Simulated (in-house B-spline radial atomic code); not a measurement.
Values are calculated unless marked as measured or tabulated.
# Making a Troullier-Martins s channel for Sc, r_c = 0.7 bohr

Sc, [Ar] 3d1 4s2, non-relativistic LDA (VWN5), spherical and spin-unpolarised, from a B-spline radial code for spherical atoms (atomic units). The all-electron 3s level is ε = -1.988380 hartree, its outermost node lies just inside 0.44 bohr and its outer maximum at 0.93 bohr.

Inside r_c the pseudo-orbital is u(r) = r^1 exp(p(r)), with p = c0 + c2 r² + c4 r⁴ + … + c12 r¹². The seven coefficients follow from p and its first four derivatives at r_c, from zero curvature of the screened potential at the origin, c4 = −c2²/(2l + 5), and from the norm inside r_c. At r_c the all-electron orbital has P = 0.8767817, P' = 1.855368, the screened potential V = -7.901433, V' = 20.96878, V'' = -76.48198, and the norm inside is Q = 0.1412749.

(1) What are p, p' and p'' at r_c?

For a trial c2 the five matching conditions are linear in c0, c6, c8, c10 and c12, and c2 is varied until the norm inside r_c equals Q. The root nearest zero gives:

```json
{"n": "0", "c_n": "0.8874571"}
{"n": "2", "c_n": "-8.150385"}
{"n": "4", "c_n": "-13.28576"}
{"n": "6", "c_n": "272.7727"}
{"n": "8", "c_n": "-854.6545"}
{"n": "10", "c_n": "1089.572"}
{"n": "12", "c_n": "-511.4198"}
```

(2) Check c4 and p(r_c), and find the screened pseudopotential at the origin.

Orbitals and screened potentials:

| r (bohr) | P | u | V all-electron | V pseudo |
| --- | --- | --- | --- | --- |
| 0.07 | 0.1889 | 0.1633 | -239.7 | -26.29 |
| 0.175 | -0.4534 | 0.3294 | -73.28 | -21.76 |
| 0.28 | -0.516 | 0.3664 | -36.8 | -7.384 |
| 0.385 | -0.1777 | 0.361 | -22.31 | 7.975 |
| 0.49 | 0.2545 | 0.4308 | -14.92 | 13.81 |
| 0.595 | 0.6229 | 0.6364 | -10.62 | 1.158 |
| 0.7 | 0.8768 | 0.8768 | -7.901 | -7.901 |

Logarithmic derivatives P'/P at R = 1.0 bohr, for energies E around ε:

```
E − ε (hartree)  all-electron     pseudo
           -0.5     0.0829029  0.0794838
          -0.25     -0.104321  -0.105277
           -0.1     -0.221648  -0.221812
              0     -0.302098  -0.302098
            0.1     -0.384426  -0.384605
           0.25     -0.511623  -0.512838
            0.5     -0.734283  -0.739809
```

(3) With P(R) = 1.057922 and a norm of 0.455374 inside R, what slope in energy does norm conservation fix?

## Answers

(1) p = ln(P/r_c^1) = ln(0.8767817/0.7) = 0.22518. p' = P'/P − 1/r_c = 2.11611 − 1.42857 = 0.68754. The radial equation gives p'' = 2(V − ε) − 2(1) p'/r_c − p'² = -11.82611 − (1.96440) − 0.47271 = -14.26322. Differentiating, p''' = 2V' + 2(1)p'/r_c² − 2(1)p''/r_c − 2p'p'' = 105.11, and p'''' = 2V'' − 4(1)p'/r_c³ + 4(1)p''/r_c² − 2(1)p'''/r_c − 2p''² − 2p'p''' = -1129.1.

(2) −c2²/5 = -13.2858, as listed. The terms c_n r_c^n are 0.88746, -3.99369, -3.18991, 32.09144, -49.26913, 30.77772, -7.07871, which sum to 0.22518. Inverting the radial equation, V_l(r) = ε + 1 p'/r + (p'' + p'²)/2, so V_l(0) = ε + (2l + 3) c2 = -1.98838 + 3 × (-8.15039) = -26.4395 hartree, finite where the all-electron potential diverges.

(3) d(P'/P)/dE = −2 × (norm inside R)/P(R)² = -0.8137 per hartree·bohr at E = ε, for both atoms, since orbital and norm agree at R. Differences over ±0.1 hartree give -0.8139 (all-electron) and -0.8140 (pseudo), which also hold third-order terms. Half a hartree below ε the two curves differ by -0.0034.
